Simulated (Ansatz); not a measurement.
Computed with Ansatz on PBE0-D4/def2-TZVP structures; ΔE is electronic, products minus reactants. CCSD(T)/CBS is the MP2 limit (def2-TZVPP, def2-QZVPP) plus CCSD(T) − MP2 in def2-TZVPP, frozen cores. DFT in def2-TZVPP. B3LYP here is the variant with VWN-RPA as its local correlation; programs differ in this. HSE06 is defined as in plane-wave codes. For Zn outer-core shells are correlated without core-valence functions, which leaves a few kJ/mol of doubt a bond. Scalar relativity is left out up to krypton. Each species was taken in one conformer, which may not be the lowest.

Reaction (redistribution): `OC[SiH2]F` + `P[NH][ZnH]` → `F[SiH2]NP` + `O[CH2][ZnH]`

`OC[SiH2]F`:

Z-matrix (Å, degrees):
```
C
Si 1 1.876
O 1 1.422 2 111.4
H 1 1.095 2 109.6 3 -117.9
H 1 1.100 2 111.0 3 125.2
F 2 1.608 1 106.2 3 -54.9
H 2 1.486 1 112.2 3 -172.8
H 2 1.482 1 111.8 3 61.8
H 3 0.961 1 108.4 2 58.0
```

`P[NH][ZnH]`:

Cartesian coordinates in Å:
```
P -1.062 0.825 -0.797
N 0.535 0.434 -0.377
Zn 1.113 -0.831 0.808
H -1.696 0.915 0.479
H -1.635 -0.461 -1.037
H 1.191 1.011 -0.878
H 1.555 -1.893 1.802
```

`F[SiH2]NP`:

Cartesian coordinates in Å:
```
F 2.129 -0.398 0.149
Si 0.641 -0.983 0.087
N -0.433 0.065 -0.728
P -1.102 1.539 -0.158
H 0.707 -2.261 -0.658
H 0.201 -1.125 1.491
H -0.617 -0.095 -1.706
H -1.575 1.103 1.111
H 0.049 2.154 0.411
```

`O[CH2][ZnH]`:

Cartesian coordinates in Å:
```
O -0.825 0.861 0.922
C -0.102 -0.313 0.528
Zn 0.918 -0.058 -1.144
H -1.542 0.996 0.301
H -0.762 -1.190 0.505
H 0.609 -0.502 1.338
H 1.705 0.206 -2.450
```

(1) Is it downhill or uphill in electronic energy at CCSD(T)/CBS, and by how much? (Best estimate.)

(2) What do these levels give: PBE-D4, BLYP-D4, r2SCAN-D4, HSE06-D4, ωB97X-V, B3LYP, r2SCAN0, MP2/def2-SVP, CCSD(T)/def2-SVP, MP2/def2-TZVPP, CCSD/def2-TZVPP, SCS-MP2/def2-QZVPP? (Estimate.)

Largest T1 diagnostic among the species: 0.016.

Answers

(1) The calculation gave: Downhill: ΔE = -0.14 eV.

(2) The calculation gave: PBE-D4 -0.15, BLYP-D4 -0.18, r2SCAN-D4 -0.13, HSE06-D4 -0.14, ωB97X-V -0.13, B3LYP -0.16, r2SCAN0 -0.13, MP2/def2-SVP -0.11, CCSD(T)/def2-SVP -0.11, MP2/def2-TZVPP -0.14, CCSD/def2-TZVPP -0.13, SCS-MP2/def2-QZVPP -0.13 eV.

Leaving LDA and LC-ωPBE aside and taking each functional with its dispersion term where it has one, the values, not all of them listed here, spread over 0.05 eV, from BLYP-D4 to PBE-QIDH.
